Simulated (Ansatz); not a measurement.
Mulliken charges of C3H6Ge, SMILES `C[C]1=[CH][GeH2]1` from r2SCAN/def2-TZVPP in Ansatz (PBE0-D4/def2-TZVP geometry).

| atom | x (Å) | y (Å) | z (Å) | charge (e) |
| --- | --- | --- | --- | --- |
| C1 | -1.000 | 0.782 | -0.966 | -0.141 |
| C2 | -0.112 | -0.040 | -0.118 | -0.046 |
| C3 | 0.153 | -1.313 | 0.117 | -0.130 |
| Ge4 | 1.259 | -0.212 | 1.213 | 0.093 |
| H5 | -0.412 | 1.448 | -1.603 | 0.062 |
| H6 | -1.638 | 1.419 | -0.347 | 0.062 |
| H7 | -1.636 | 0.160 | -1.602 | 0.049 |
| H8 | -0.197 | -2.275 | -0.241 | 0.086 |
| H9 | 0.934 | -0.026 | 2.698 | -0.017 |
| H10 | 2.732 | 0.007 | 0.850 | -0.017 |

Question: By hand: the dipole of these point charges (1 e Å = 4.8032 D).

Answer: Σ q r = (-0.043, 0.033, -0.041) e Å, of length 0.068 e Å = 0.33 D.

Question: How does the dipole of the full density compare? (Estimate.)

Answer: Ansatz gave: (-0.129, 0.079, -0.123) e Å, 0.94 D; the point charges give 0.35 times that, at 5° from its direction.

Point charges leave out the atoms' own dipoles, such as those of lone pairs, and Mulliken's split depends on the basis, so the two needn't agree.
